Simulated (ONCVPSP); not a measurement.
# Varying the ONCV potential for lead (Pb)

Base potential:

* Element: lead
* Generator: ONCVPSP 4.0.1
* Type: optimised norm-conserving Vanderbilt (ONCV)
* Functional: LDA (Perdew-Zunger)
* Relativity: scalar-relativistic
* Frozen core: [Xe] 4f14
* Valence charge: 14
* Reference configuration: 5d10 6s2 6p2
* Partial waves: 6s: rc 1.80 bohr, ncon 4, nbas 8, qcut 3 1/bohr, 3 projectors, debl 2.1 Ha; 6p: rc 2.10 bohr, ncon 4, nbas 6, qcut 3.8 1/bohr, 1 projector; 5d: rc 1.80 bohr, ncon 4, nbas 8, qcut 7.6 1/bohr, 2 projectors, debl 3.1 Ha
* Local potential: polynomial inside 1.65 bohr (lpopt 4, dvloc0 1 Ha)
* Core correction: Teter function, fcfact 4.75, rcfact 1.4

All-electron outer shells of the reference configuration (LDA (Perdew-Zunger), scalar-relativistic, ld1.x):

```csv
shell,level (eV),outermost node (bohr),outermost maximum (bohr)
4f,-133.26,–,0.35
5p,-85.96,0.49,0.88
5d,-21.29,0.52,1.07
6s,-12.32,1.01,1.95
6p,-3.71,1.18,2.63
```

Cutoffs, loose and tight: the cutoffs (Ha) at which the residual kinetic energy of the hardest occupied pseudo-wave falls to 1 and 0.1 mHa per electron. They do not see the model core or the augmentation charge, which bear on the density cutoff. Test errors are all-electron minus pseudo excitation energies from the reference, over the configurations 5d10 6s2 6p1; 5d10 6s2 6p0; 5d10 6s1 6p0; 5d10 6s0 6p0. A dash means not determined; rows that change the core or the reference have their own tests. The largest error is taken over the tests solved by every variant that gives reliable tests at all: 5d10 6s1 6p0; 5d10 6s2 6p0; 5d10 6s2 6p1.

A true bound ghost makes a file unfit for plane-wave use even where its test errors are small: the radial tests pick states by their node count and pass the ghost by.

```csv
change,outcome,"cutoff, loose","cutoff, tight",bound ghosts,GHOST(+) flags above zero,largest test error (meV)
base,generated,23 Ha,35 Ha,s,s,-30
"all radii but the core radius scaled by about 0.76 (s 1.38, p 1.60, d 1.38 bohr); local potential polynomial inside 1.26 bohr (lpopt 4, dvloc0 1 Ha)","failed: optimize: ERROR ps0norm > uunorm, code will stop",–,–,–,–,–
"all radii but the core radius scaled by about 0.85 (s 1.52, p 1.78, d 1.52 bohr); local potential polynomial inside 1.40 bohr (lpopt 4, dvloc0 1 Ha)","failed: optimize: ERROR ps0norm > uunorm, code will stop",–,–,–,–,–
"all radii but the core radius scaled by about 0.91 (s 1.64, p 1.92, d 1.64 bohr); local potential polynomial inside 1.50 bohr (lpopt 4, dvloc0 1 Ha)","failed: optimize: ERROR ps0norm > uunorm, code will stop",–,–,–,–,–
"all radii but the core radius scaled by about 1.23 (s 2.22, p 2.58, d 2.22 bohr); local potential polynomial inside 2.04 bohr (lpopt 4, dvloc0 1 Ha)",generated,20 Ha,33 Ha,none,s,-26
"all radii but the core radius scaled by about 1.31 (s 2.36, p 2.76, d 2.36 bohr); local potential polynomial inside 2.16 bohr (lpopt 4, dvloc0 1 Ha)",generated,19 Ha,29 Ha,none,s,-33
```

(1) What comes out with this change to the base: all radii but the core radius scaled by about 1.13 (s 2.04, p 2.38, d 2.04 bohr); local potential polynomial inside 1.88 bohr (lpopt 4, dvloc0 1 Ha)?

(2) What comes out with this change to the base: all radii but the core radius scaled by about 1.18 (s 2.12, p 2.48, d 2.12 bohr); local potential polynomial inside 1.96 bohr (lpopt 4, dvloc0 1 Ha)?

(3) What comes out with this change to the base: all radii but the core radius scaled by about 1.05 (s 1.88, p 2.20, d 1.88 bohr); local potential polynomial inside 1.72 bohr (lpopt 4, dvloc0 1 Ha)?

Answers

(1) outcome: generated; cutoff, loose: 21 Ha; cutoff, tight: 39 Ha; bound ghosts: none; GHOST(+) flags above zero: s; largest test error (meV): -26.

(2) outcome: generated; cutoff, loose: 21 Ha; cutoff, tight: 37 Ha; bound ghosts: none; GHOST(+) flags above zero: s; largest test error (meV): -25.

(3) outcome: generated; cutoff, loose: 22 Ha; cutoff, tight: 41 Ha; bound ghosts: s; GHOST(+) flags above zero: s; largest test error (meV): -29.

Reading the sweep of the scale of all radii but the core radius (base = 1) (base included, trends over the rows without a ghost): The loose cutoff stays near 20 Ha. Bound ghosts are found at 1, 1.05. The generation fails at 0.76, 0.85, 0.91.
